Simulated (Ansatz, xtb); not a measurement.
Stretching the Si1–S2 bond in SiS (multiplicity 1 held). Energies count from the point at 1.938 Å.


```tsv
level	energy at R = 7.752 Å (eV)	minus FCI/6-31G
GFN2-xTB	5.253	1.052
R-HF/6-31G	5.951	1.750
U-HF/6-31G	2.168	-2.033
R-MP2/6-31G	7.438	3.237
U-MP2/6-31G	4.178	-0.023
R-SCS-MP2/6-31G	7.199	2.998
U-SCS-MP2/6-31G	4.074	-0.127
U-CCSD/6-31G	4.011	-0.190
U-CCSD(T)/6-31G	4.170	-0.031
FCI/6-31G	4.201	0.000
```

 Full CI is exact for the correlated electrons in its own basis alone.

The rows run from 2.168 (U-HF/6-31G) to 7.438 eV (R-MP2/6-31G).

R- and RO- levels are restricted; in cc, def2 and unpolarised 6-31G sets they are followed outwards from rest. U- levels take the lowest unrestricted solution at each point, which mixes spins at long bonds. Full CI gives the lowest state of the spin. Levels need not reach the same state.

Cores are frozen in the correlated methods.

Doubts at one or more of the structures used: a restricted determinant that unrestricted orbitals would lower (R-HF/6-31G, R-MP2/6-31G, R-SCS-MP2/6-31G); a spin-contaminated determinant (U-HF/6-31G, U-MP2/6-31G, U-SCS-MP2/6-31G, U-CCSD/6-31G, U-CCSD(T)/6-31G).

Programs: Ansatz (Gaussian basis) for Hartree–Fock, density functionals and correlated methods; xtb for the GFN methods. Each number belongs to the level named beside it. The GFN methods have no spin term and hold the electronic entropy of 300 K.

Ansatz is a quantum-chemistry and plane-wave program.
